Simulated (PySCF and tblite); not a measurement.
Values are calculated unless marked as measured or tabulated.
System: C₇H₉N, numbered as in [CH3:1][N:2]1[CH:3]=[CH:4][CH:5]=[CH:6][CH:7]=[CH:8]1.

For the inversion of the 7-membered ring (2–3–4–5–6–7–8): electronic barrier 3.11 kcal/mol, zero-point change 0.08 kcal/mol, thermal and entropy terms at 350 K a further 0.20 kcal/mol (symmetry numbers apart). The minimum is Cs, the saddle Cs. Level: PBE/pcSseg-1 + D3(BJ) on GFN2-xTB stationary points, with GFN2-xTB thermal terms. Rates follow Eyring's equation with the number of equivalent paths and no tunnelling. (PySCF 2.14 with density fitting, tblite 0.8.)

**Question.** How many equivalent paths lead out of the minimum?

**Answer.** 1: the symmetry number of the minimum is 1, that of the saddle displaced along its mode 1.

**Question.** Work out the rate at 350 K.

**Answer.** ΔG‡ = 3.39 kcal/mol; k_B T/h = 7.3×10¹² s⁻¹; exp(−ΔG‡/RT) = 0.0076; times 1 gives k = 5.6×10¹⁰ s⁻¹. Wigner's tunnelling factor for the 76i cm⁻¹ mode would be 1.00.
